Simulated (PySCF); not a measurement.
# HoOCl: one run

HoOCl (singlet in the valence; each metal's 4f electrons, 10 of them, lie in its core potential, out of spins and levels). PySCF 2.14.0, RHF HF, Ho lcecp-1-SVP with ECP56, O def2-SVP, Cl def2-SVP; non-relativistic Hamiltonian with scalar-relativistic core potentials where named; density fitting; no spin-orbit coupling. Purpose: level HF.

```python
mol = gto.M(atom='''
Ho     0.23923     0.00000    -0.38293
O      1.74144     0.00000     0.61987
Cl    -1.92124     0.00000     0.88141''',
    basis={'Ho': 'lcecp-1-SVP', 'O': 'def2-SVP', 'Cl': 'def2-SVP'},
    ecp={'Ho': 'lcecp-1-SVP'},
    charge=0, spin=0)
mf = scf.RHF(mol)
mf = mf.density_fit()  # fitting sets: Ho AutoAux, O def2-universal-JKFIT, Cl def2-universal-JKFIT
mf.conv_tol = 1e-08; mf.max_cycle = 55
mf.kernel(dm0)  # dm0: converged density of the relaxed state
mf.nuc_grad_method().kernel()
```

Run from Python with OMP_NUM_THREADS=2; the lines above give its settings. Where DIIS fails, smearing, a level shift and second-order steps follow.
It took 1.1 s on 2 threads of Arm Neoverse V1 (shared host), from an already converged density.

Question: Where do the frontier levels lie, over both spins?

Answer: HOMO -10.46 eV, LUMO -0.80 eV. The 4f levels lie in the core potential and are missing.

Question: What does the SCF print?

Answer: 
```
init E= -571.447036985727
cycle= 1 E= -571.464004850351  delta_E= -0.017  |g|= 0.101  |ddm|= 0.396
cycle= 2 E= -571.464302715299  delta_E= -0.000298  |g|= 0.0941  |ddm|= 0.166
cycle= 3 E= -571.466206849498  delta_E= -0.0019  |g|= 0.0134  |ddm|= 0.077
cycle= 4 E= -571.466258525668  delta_E= -5.17e-05  |g|= 0.00255  |ddm|= 0.0166
...
cycle= 8 E= -571.466263355251  delta_E= -1.29e-08  |g|= 2.81e-05  |ddm|= 0.000378
cycle= 9 E= -571.466263356347  delta_E= -1.1e-09  |g|= 8.73e-06  |ddm|= 0.000106
Extra cycle  E= -571.46626335642  delta_E= -7.39e-11  |g|= 5.05e-06  |ddm|= 1.96e-05
converged SCF energy = -571.46626335642
```

Question: What are the Mulliken charges and spins?

Answer: 
```
atom  charge (e)  spin (e)
 Ho1       1.136     0.000
  O2      -0.634     0.000
 Cl3      -0.502     0.000
```
The spin of the 4f electrons in the core isn't counted.

Question: What forces act on the atoms (eV/Å)?

Answer: 
```
Ho   0.69  0.00  0.13
O   -0.12  0.00 -0.31
Cl  -0.57  0.00  0.18
```


The geometry was relaxed with PBE0 (Ho lcecp-1-SVP with ECP56, O def2-SVP, Cl def2-SVP).

An lcecp potential fixes the number of 4f electrons, so in runs with it no electron can move into or out of that shell.
